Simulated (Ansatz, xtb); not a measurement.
# C3H9ClGe: which of two isomers lies lower

Structure I: `C[C](C)(Cl)[GeH3]`, a singlet. Structure II: `C[C@@H](Cl)[CH2][GeH3]`, a singlet. Both are isolated molecules in the gas phase, relaxed with B3LYP-D3(BJ)/def2-SVP; each stands in its lowest conformer found.

Problem. Which of the two would you expect CCSD(T)/def2-SVP + ΔMP2/def2-TZVPP electronic energies to favour?

Solution. Too close to call at this level: CCSD(T)/def2-SVP + ΔMP2/def2-TZVPP gives E(II) − E(I) = −0.92 kcal/mol.

Level by level:

```json
{"level": "GFN2-xTB", "geometry": "GFN2-xTB", "E(II) − E(I) (kcal/mol)": "−1.01", "departure from the last row (kcal/mol)": "−0.09", "job, with rough time for the two": "optimisation, 0.76 s"}
{"level": "HF/STO-3G", "geometry": "GFN2-xTB", "E(II) − E(I) (kcal/mol)": "−1.18", "departure from the last row (kcal/mol)": "−0.26", "job, with rough time for the two": "single point, 3.1 s"}
{"level": "r2SCAN-D4/def2-SVP", "geometry": "GFN2-xTB", "E(II) − E(I) (kcal/mol)": "+0.61", "departure from the last row (kcal/mol)": "+1.53", "job, with rough time for the two": "single point, 15 s"}
{"level": "B3LYP-D3(BJ)/def2-SVP", "geometry": "B3LYP-D3(BJ)/def2-SVP", "E(II) − E(I) (kcal/mol)": "−1.20", "departure from the last row (kcal/mol)": "−0.28", "job, with rough time for the two": "optimisation, 2.6 min"}
{"level": "HF/def2-SVP", "geometry": "B3LYP-D3(BJ)/def2-SVP", "E(II) − E(I) (kcal/mol)": "−2.82", "departure from the last row (kcal/mol)": "−1.91", "job, with rough time for the two": "part of the CCSD(T) run"}
{"level": "MP2/def2-SVP", "geometry": "B3LYP-D3(BJ)/def2-SVP", "E(II) − E(I) (kcal/mol)": "−0.57", "departure from the last row (kcal/mol)": "+0.35", "job, with rough time for the two": "part of the CCSD(T) run"}
{"level": "CCSD(T)/def2-SVP", "geometry": "B3LYP-D3(BJ)/def2-SVP", "E(II) − E(I) (kcal/mol)": "−0.82", "departure from the last row (kcal/mol)": "+0.10", "job, with rough time for the two": "single point"}
{"level": "CCSD(T)/def2-SVP + ΔMP2/def2-TZVPP", "geometry": "B3LYP-D3(BJ)/def2-SVP", "E(II) − E(I) (kcal/mol)": "−0.92", "departure from the last row (kcal/mol)": "", "job, with rough time for the two": "single point, 3.8 min"}
```

As drawn, both hold the same kinds of bond in the same numbers. Structure I has 2 methyl groups, II 1.

The largest departure from CCSD(T)/def2-SVP + ΔMP2/def2-TZVPP is that of HF/def2-SVP, 1.91 kcal/mol. The last row adds to CCSD(T) the change of the MP2 difference between the two basis sets, here −0.10 kcal/mol.

With thermal terms from frequencies at re-optimised GFN2-xTB minima (ideal gas, soft modes damped towards free rotors, one conformer each, 298.15 K, 1 atm): the zero-point term adds +0.66 kcal/mol; ΔH is −0.57 and ΔG −0.21 kcal/mol.

The correlated steps freeze 17 core orbitals; the filled d shell of Ge is correlated, in a basis made for valence electrons. Mirror images aren't counted in ΔG. Run with Ansatz 0.2.0, xtb 6.7.1; the last row on 2 threads of AMD EPYC (Zen 3) on a shared host.
